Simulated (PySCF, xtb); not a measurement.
C₂H₃BrClIn, SMILES C=[CH][In]([Cl])[Br].

xtb with GFN2-xTB at its own geometry gives an orbital gap of 3.05 eV and a dipole moment of 5.70 D.

Geometry optimised at B3LYP-D3(BJ)/def2-SVP. The structure was generated by enumeration; whether it is a known compound was not checked. The def2 effective core potentials stand for the cores of In; spin–orbit coupling is left out. Other conformers were not sampled.

Problem. What does HF/def2-TZVP (PySCF) give? (The exact figures need the calculation; the answer reports its results.)

Solution. gap 11.83 eV (levels -11.06 and 0.78 eV), dipole 3.84 D.
